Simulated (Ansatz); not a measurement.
Start from `FC[BH][SnH3]` and change one atom or group to get `C[Se]BCF`.

Ansatz, PBE0-D4/def2-TZVP geometries, multiplicity 1. Each molecule was computed in one conformer, which needn't be the lowest.

Elements past krypton have def2 core potentials. Scalar relativity is left out up to krypton.

```tsv
property	`FC[BH][SnH3]`
size of the dipole moment (PBE/def2-TZVPP) / D	2.04
HOMO–LUMO gap (PBE/def2-TZVPP) / eV	3.61
HOMO energy (PBE0/def2-TZVPP) / eV	-7.97
HOMO energy (PBE/def2-TZVPP) / eV	-6.82
LUMO energy (PBE0/def2-TZVPP) / eV	-2.27
HOMO energy (B3LYP/def2-TZVPP) / eV	-7.79
```

(1) What does the change do to each property? (Best estimate.)

Results:

(1) The calculation gave: 
```
                                      property  `C[Se]BCF`  shift
size of the dipole moment (PBE/def2-TZVPP) / D        2.49   0.45
           HOMO–LUMO gap (PBE/def2-TZVPP) / eV        4.24   0.63
            HOMO energy (PBE0/def2-TZVPP) / eV       -7.38   0.59
             HOMO energy (PBE/def2-TZVPP) / eV       -6.30   0.52
            LUMO energy (PBE0/def2-TZVPP) / eV       -1.17   1.10
           HOMO energy (B3LYP/def2-TZVPP) / eV       -7.16   0.63
```

With PBE0 the HOMO rises by 0.59 eV and the LUMO rises by 1.10 eV, so the gap widens by about 0.51 eV. PBE moves the HOMO by 0.52 eV and ωB97M-V by 0.58 eV. Dipoles are sizes alone; their direction can turn.

B3LYP here is the variant with VWN-RPA as its local correlation; programs differ in this.

Spin–orbit coupling is left out; it splits and shifts lone-pair levels of the heavy atoms by tenths of an eV.
